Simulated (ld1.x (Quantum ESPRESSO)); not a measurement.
What one change does to a pseudopotential (Ta (Z = 73), TM)

ld1.x (Quantum ESPRESSO) 7.5 input, shortened:

```
&input
   title='Ta', zed=73., rel=1, dft='PBE', iswitch=3,
   config='[Xe] 4f14 5d3 6s2 6p0'
 /
 &inputp
   pseudotype=2, tm=.true., lloc=-1, rcloc=2.15,
   nlcc=.false.
 /
3
6S  1  0   2.00   0.00  2.75  2.75  0.0
6P  2  1   0.00   0.00  3.95  3.95  0.0
5D  3  2   3.00   0.00  2.30  2.30  0.0
 &test
   configts(1)='5d3 6s2 6p0'
 /
```

Change: all radii scaled by about 0.91 (s 2.50, p 3.58, d 2.08 bohr); local potential all-electron potential smoothed inside 1.96 bohr (lloc = -1).

Cutoffs: the cutoffs (Ry, on a coarse ladder) from which the occupation-weighted sum of valence levels, in a spherical-Bessel basis at the reference potential, stays within 10 and 1 mRy of its value at 400 Ry; they do not see the model core or the augmentation charge, which bear on the density cutoff. Errors are all-electron minus pseudo energies relative to the spin-unpolarised reference configuration.

**Question.** How do hardness, ghosts and transferability respond?

**Answer.** The potential gets harder (25 Ry and 35 Ry → 30 Ry and 35 Ry); the bound ghosts move from s to p, s; the number of tests that count goes from 7 to 4; the errors of the 4 common tests hardly move. A smaller radius makes the pseudo-wave follow the all-electron one further in, where it bends more sharply, so more plane waves are needed.

| quantity | base | changed |
| --- | --- | --- |
| cutoff, loose | 25 Ry | 30 Ry |
| cutoff, tight | 35 Ry | 35 Ry |
| loose cutoff by channel (10 mRy a level) | s 8 Ry, d 21 Ry | s 6 Ry, d 21 Ry |
| bound ghosts | s | s, p |
| tests counted (converged, no solver errors) | 7 of 7 | 4 of 7 |
| error for 5d3 6s1 6p0, meV [ΔE 8.47 eV] | +5.7 | +6.0 |
| error for 5d3 6s0 6p0, meV [ΔE 23.44 eV] | +104 | +103 |
| error for 5d2 6s0 6p0, meV [ΔE 47.04 eV] | +212 | +210 |
| error for 5d4 6s0 6p0, meV [ΔE 9.90 eV] | +21 | +22 |

Base: These tests converged, but a pseudo level misses the all-electron one widely, so the file describes the atom poorly there or has found another state: 5d2 6s0 6p0: empty 6p by 5.2 eV (a node warning on the way). Changed file: Tests not counted: 5d3 6s1 6p1 (solver errors, printed error -1.2 eV); 5d2 6s2 6p1 (solver errors, printed error -2.3 eV); 5d3 6s0 6p1 (solver errors, printed error -2.5 eV). A true bound ghost makes a file unfit for plane-wave use even where its test errors are small: the radial tests pick states by their node count and pass the ghost by. Where a test does run into it, the solver fails or the error is huge.
